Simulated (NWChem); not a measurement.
Everything below was run with NWChem. System: C₂H₆N, charge 0, spin multiplicity 2, at a geometry optimised with UPBE0/def2-SVP. The structure started from a generated list of species. Its SCF solution wasn't tested for a lower state. Level: UPBE0/def2-TZVP.

The NWChem input:

```
start mol
memory heap 200 mb stack 900 mb global 1100 mb
geometry units angstroms nocenter noautoz noautosym
  C     -1.239927     0.214932     0.069808
  C      0.050121    -0.521038     0.089650
  N      1.217229     0.194509    -0.171818
  H     -2.067708    -0.432803     0.393534
  H     -1.221583     1.087276     0.749169
  H     -1.502377     0.607691    -0.935731
  H      0.071758    -1.566500    -0.235124
  H      1.263100     1.102170     0.284055
  H      2.075044    -0.322761    -0.009930
end
basis spherical
  * library def2-tzvp
end
dft
  xc pbe0
  odft
  mult 2
  semidirect memsize 60000000 filesize 0
  iterations 100
end
task dft energy
```

NWChem printed:

```
             Northwest Computational Chemistry Package (NWChem) 7.3.0
             --------------------------------------------------------

                                NWChem Input Module
                                -------------------

 Scaling coordinates for geometry "geometry" by  1.889725989
 (inverse scale =  0.529177249)

                             Geometry "geometry" -> ""
                             -------------------------

 Output coordinates in angstroms (scale by  1.889725989 to convert to a.u.)

  No.       Tag          Charge          X              Y              Z
 ---- ---------------- ---------- -------------- -------------- --------------
    1 C                    6.0000    -1.23992700     0.21493200     0.06980800
    2 C                    6.0000     0.05012100    -0.52103800     0.08965000
    3 N                    7.0000     1.21722900     0.19450900    -0.17181800
    4 H                    1.0000    -2.06770800    -0.43280300     0.39353400
    5 H                    1.0000    -1.22158300     1.08727600     0.74916900
    6 H                    1.0000    -1.50237700     0.60769100    -0.93573100
    7 H                    1.0000     0.07175800    -1.56650000    -0.23512400
    8 H                    1.0000     1.26310000     1.10217000     0.28405500
    9 H                    1.0000     2.07504400    -0.32276100    -0.00993000

 Effective nuclear repulsion energy (a.u.)      76.2943708953

            Nuclear Dipole moment (a.u.)
            ----------------------------
        X                 Y               Z
 ---------------- ---------------- ----------------
     0.0000018897     0.0000000000    -0.0000094486


 Summary of "ao basis" -> "" (spherical)
 ------------------------------------------------------------------------------
       Tag                 Description            Shells   Functions and Types
 ---------------- ------------------------------  ------  ---------------------
 *                         def2-tzvp                  on all atoms

                                 NWChem DFT Module
                                 -----------------

 Summary of "ao basis" -> "ao basis" (spherical)
 ------------------------------------------------------------------------------
       Tag                 Description            Shells   Functions and Types
 ---------------- ------------------------------  ------  ---------------------
 C                         def2-tzvp                11       31   5s3p2d1f
 N                         def2-tzvp                11       31   5s3p2d1f
 H                         def2-tzvp                 4        6   3s1p

 Summary of "ao basis" -> "ao basis" (spherical)
 ------------------------------------------------------------------------------
       Tag                 Description            Shells   Functions and Types
 ---------------- ------------------------------  ------  ---------------------
 C                         def2-tzvp                11       31   5s3p2d1f
 N                         def2-tzvp                11       31   5s3p2d1f
 H                         def2-tzvp                 4        6   3s1p

            General Information
            -------------------
          SCF calculation type: DFT
          Wavefunction type:  spin polarized.
          No. of atoms     :     9
          No. of electrons :    25
           Alpha electrons :    13
            Beta electrons :    12
          Charge           :     0
          Spin multiplicity:     2
          Use of symmetry is: off; symmetry adaption is: off
          Maximum number of iterations: 100
          AO basis - number of functions:   129
                     number of shells:    57
          Convergence on energy requested:  1.00D-06
          Convergence on density requested:  1.00D-05
          Convergence on gradient requested:  5.00D-04

              XC Information
              --------------
                         PBE0 Method XC Functional
                     Hartree-Fock (Exact) Exchange  0.250
          PerdewBurkeErnzerhof Exchange Functional  0.750
            Perdew 1991 LDA Correlation Functional  1.000 local
           PerdewBurkeErnz. Correlation Functional  1.000 non-local

             Grid Information
             ----------------
          Grid used for XC integration:  medium
          Radial quadrature: Mura-Knowles
          Angular quadrature: Lebedev.
          Tag              B.-S. Rad. Rad. Pts. Rad. Cut. Ang. Pts.
          ---              ---------- --------- --------- ---------
          C                   0.70       49          10.0       434
          N                   0.65       49          10.0       434
          H                   0.35       45          11.0       434
          Grid pruning is: on
          Number of quadrature shells:   417
          Spatial weights used:  Erf1

          Convergence Information
          -----------------------
          Convergence aids based upon iterative change in
          total energy or number of iterations.
          Levelshifting, if invoked, occurs when the
          HOMO/LUMO gap drops below (HL_TOL):  1.00D-02
          DIIS, if invoked, will attempt to extrapolate
          using up to (NFOCK): 10 stored Fock matrices.

                    Damping( 0%)  Levelshifting(0.5)       DIIS
                  --------------- ------------------- ---------------
          dE  on:    start            ASAP                start
          dE off:    2 iters        100 iters           100 iters

      Screening Tolerance Information
      -------------------------------
[...]
 Vector   14  Occ=0.000000D+00  E= 4.341656D-02
              MO Center=  1.1D+00,  4.4D-01,  2.8D-01, r^2= 6.4D+00
   Bfn.  Coefficient  Atom+Function         Bfn.  Coefficient  Atom+Function
  ----- ------------  ---------------      ----- ------------  ---------------
     5      2.623448  1 C  s                 67      1.838302  3 N  s
   126     -1.151385  9 H  s                120     -1.084852  8 H  s
   102     -0.937299  5 H  s                 96     -0.810145  4 H  s
   108     -0.796044  6 H  s                 36     -0.622577  2 C  s
    44     -0.441475  2 C  py               114     -0.402960  7 H  s

 Vector   15  Occ=0.000000D+00  E= 7.621895D-02
              MO Center= -4.9D-02,  1.7D-01,  1.6D-01, r^2= 8.4D+00
   Bfn.  Coefficient  Atom+Function         Bfn.  Coefficient  Atom+Function
  ----- ------------  ---------------      ----- ------------  ---------------
     5      4.762319  1 C  s                 36     -1.935731  2 C  s
   102     -1.880320  5 H  s                108     -1.440908  6 H  s
   126      1.177052  9 H  s                 96     -1.034528  4 H  s
    43      0.810309  2 C  px                67     -0.783531  3 N  s
   114      0.674087  7 H  s                 75      0.372894  3 N  py

 Vector   16  Occ=0.000000D+00  E= 8.450277D-02
              MO Center= -2.5D-01, -5.1D-01,  9.8D-04, r^2= 7.5D+00
   Bfn.  Coefficient  Atom+Function         Bfn.  Coefficient  Atom+Function
  ----- ------------  ---------------      ----- ------------  ---------------
     5      2.731993  1 C  s                114     -1.951244  7 H  s
    96     -1.498685  4 H  s                120      1.321724  8 H  s
    44     -0.919429  2 C  py               108     -0.916779  6 H  s
    67     -0.732785  3 N  s                 36      0.534944  2 C  s
    43      0.383658  2 C  px               102     -0.332248  5 H  s

                     DFT Final Beta Molecular Orbital Analysis
                     -----------------------------------------

 Vector   10  Occ=1.000000D+00  E=-3.870586D-01
              MO Center= -8.8D-01, -5.4D-02,  1.3D-01, r^2= 2.3D+00
   Bfn.  Coefficient  Atom+Function         Bfn.  Coefficient  Atom+Function
  ----- ------------  ---------------      ----- ------------  ---------------
     6      0.279099  1 C  px                95     -0.227100  4 H  s
     9      0.221197  1 C  px                37     -0.177418  2 C  px
    68      0.164339  3 N  px                94     -0.154065  4 H  s
    71      0.131818  3 N  px                40     -0.118978  2 C  px
   125      0.106717  9 H  s                 96     -0.098750  4 H  s

 Vector   11  Occ=1.000000D+00  E=-3.652524D-01
              MO Center= -4.3D-01, -2.4D-01,  9.0D-02, r^2= 2.4D+00
   Bfn.  Coefficient  Atom+Function         Bfn.  Coefficient  Atom+Function
  ----- ------------  ---------------      ----- ------------  ---------------
     7      0.234879  1 C  py                38     -0.227954  2 C  py
   113      0.211472  7 H  s                 10      0.185823  1 C  py
   101      0.159729  5 H  s                 41     -0.156126  2 C  py
   112      0.137852  7 H  s                114      0.114028  7 H  s
   100      0.107455  5 H  s                 69      0.098772  3 N  py

 Vector   12  Occ=1.000000D+00  E=-3.016673D-01
              MO Center=  8.5D-01,  1.4D-01, -2.1D-01, r^2= 1.6D+00
   Bfn.  Coefficient  Atom+Function         Bfn.  Coefficient  Atom+Function
  ----- ------------  ---------------      ----- ------------  ---------------
    70      0.355591  3 N  pz                73      0.316008  3 N  pz
    76      0.266969  3 N  pz                66     -0.132053  3 N  s
    39      0.130160  2 C  pz                42      0.104125  2 C  pz
     8     -0.096799  1 C  pz               107      0.086040  6 H  s
    45      0.080922  2 C  pz                65     -0.077178  3 N  s

 Vector   13  Occ=0.000000D+00  E= 1.063568D-03
              MO Center=  7.1D-02, -3.3D-01,  1.3D-01, r^2= 2.6D+00
   Bfn.  Coefficient  Atom+Function         Bfn.  Coefficient  Atom+Function
  ----- ------------  ---------------      ----- ------------  ---------------
   108      0.509970  6 H  s                 45      0.498905  2 C  pz
    39      0.332551  2 C  pz                76     -0.310614  3 N  pz
    42      0.290235  2 C  pz               102     -0.268149  5 H  s
    67      0.225698  3 N  s                 36      0.219240  2 C  s
    44     -0.216693  2 C  py                70     -0.184001  3 N  pz

 Vector   14  Occ=0.000000D+00  E= 4.632992D-02
              MO Center=  1.1D+00,  4.4D-01,  2.9D-01, r^2= 6.4D+00
   Bfn.  Coefficient  Atom+Function         Bfn.  Coefficient  Atom+Function
  ----- ------------  ---------------      ----- ------------  ---------------
     5      2.588453  1 C  s                 67      1.807811  3 N  s
   126     -1.164911  9 H  s                120     -1.088877  8 H  s
   102     -0.945247  5 H  s                 96     -0.832436  4 H  s
   108     -0.783748  6 H  s                 36     -0.525371  2 C  s
    44     -0.424656  2 C  py               114     -0.411346  7 H  s

 Vector   15  Occ=0.000000D+00  E= 7.904630D-02
              MO Center=  2.2D-02,  1.7D-01,  2.0D-01, r^2= 8.4D+00
   Bfn.  Coefficient  Atom+Function         Bfn.  Coefficient  Atom+Function
  ----- ------------  ---------------      ----- ------------  ---------------
     5      4.634046  1 C  s                102     -1.910288  5 H  s
    36     -1.821464  2 C  s                108     -1.327427  6 H  s
   126      1.225634  9 H  s                 96     -1.065378  4 H  s
    67     -0.805183  3 N  s                 43      0.778236  2 C  px
   114      0.643210  7 H  s                 75      0.391882  3 N  py

   alpha - beta orbital overlaps
   -----------------------------

   alpha      1      2      3      4      5      6      7      8      9     10
    beta      1      2      3      4      5      6      7      8      9     10
 overlap   1.000  1.000  1.000  0.999  0.996  0.995  1.000  0.992  0.975  0.993

   alpha     11     12     13     14     15     16     17     18     19     20
    beta     11     12     13     14     15     16     17     18     19     20
 overlap   0.989  0.976  0.977  1.000  0.999  0.997  0.991  0.979  0.974  0.983

   alpha     21     22     23     24     25     26     27     28     29     30
    beta     21     22     23     24     25     26     27     28     29     30
 overlap   0.990  0.992  0.865  0.848  0.945  0.915  0.941  0.987  0.726  0.655

   alpha     31     32     33     34     35     36     37     38     39     40
    beta     31     32     33     34     35     36     37     38     39     40
 overlap   0.920  0.970  0.991  0.992  0.995  0.998  0.996  0.998  0.999  0.998

   alpha     41     42     43     44     45     46     47     48     49     50
    beta     41     42     43     44     45     46     47     48     49     50
 overlap   0.997  0.980  0.974  0.992  0.997  0.995  0.976  0.974  0.985  0.992

   alpha     51     52     53     54     55     56     57     58     59     60
    beta     51     52     53     54     55     57     56     58     59     60
 overlap   0.994  0.993  0.970  0.981  0.984  0.741  0.791  0.994  0.855  0.864

   alpha     61     62     63     64     65     66     67     68     69     70
    beta     61     62     63     64     65     66     67     68     69     70
 overlap   0.995  0.996  0.999  0.996  0.997  0.998  0.997  0.998  0.994  0.999

   alpha     71     72     73     74     75     76     77     78     79     80
    beta     71     72     73     74     75     76     77     78     79     80
 overlap   0.994  0.997  0.994  0.992  0.999  0.990  0.994  0.997  0.995  0.996

   alpha     81     82     83     84     85     86     87     88     89     90
    beta     81     82     83     84     85     86     87     88     89     90
 overlap   1.000  1.000  0.997  0.990  0.996  0.980  0.990  0.983  0.985  0.743

   alpha     91     92     93     94     95     96     97     98     99    100
    beta     91     92     93     94     95     96     97     98     99    100
 overlap   0.753  0.965  0.990  0.974  0.990  0.854  0.849  0.996  0.993  0.990

   alpha    101    102    103    104    105    106    107    108    109    110
    beta    101    102    103    104    105    106    107    108    109    110
 overlap   0.995  0.998  0.996  0.998  0.999  0.999  0.999  0.999  0.999  0.999

   alpha    111    112    113    114    115    116    117    118    119    120
    beta    111    112    113    114    115    116    117    118    119    120
 overlap   0.999  0.998  0.994  0.994  0.999  0.994  0.994  1.000  0.999  0.995

   alpha    121    122    123    124    125    126    127    128    129
    beta    121    122    123    124    125    126    127    128    129
 overlap   0.925  0.927  0.997  0.999  1.000  1.000  0.999  0.999  1.000

     --------------------------
     Expectation value of S2:
     --------------------------
      <S2> =      0.7544 (Exact =     0.7500)

 center of mass
 --------------
 x =   0.05897369 y =  -0.02019532 z =  -0.01049262

 moments of inertia (a.u.)
 ------------------
          43.566680671301           3.297250891309          13.954014622330
           3.297250891309         198.309556518074           0.303311348479
          13.954014622330           0.303311348479         225.390342748161

     Multipole analysis of the density
     ---------------------------------

     L   x y z        total         alpha         beta         nuclear
     -   - - -        -----         -----         ----         -------
     0   0 0 0     -0.000000    -13.000000    -12.000000     25.000000

     1   1 0 0      0.306620      0.002975      0.303643      0.000002
     1   0 1 0      0.119496      0.389597     -0.270101      0.000000
     1   0 0 1      0.203722     -0.031894      0.235625     -0.000009

     2   2 0 0    -12.849859    -67.599207    -65.032391    119.781739
     2   1 1 0      0.060173      1.517411      1.523263     -2.980501
     2   1 0 1      0.862275      3.877823      3.977046     -6.992594
     2   0 2 0    -13.952550    -21.741482    -19.645934     27.434866
     2   0 1 1      1.116378      0.435728     -0.519284      1.199933
     2   0 0 2    -16.802570    -13.250162    -10.737019      7.184612

 Task  times  cpu:       14.7s     wall:       14.7s

 Total times  cpu:       14.7s     wall:       14.7s
```
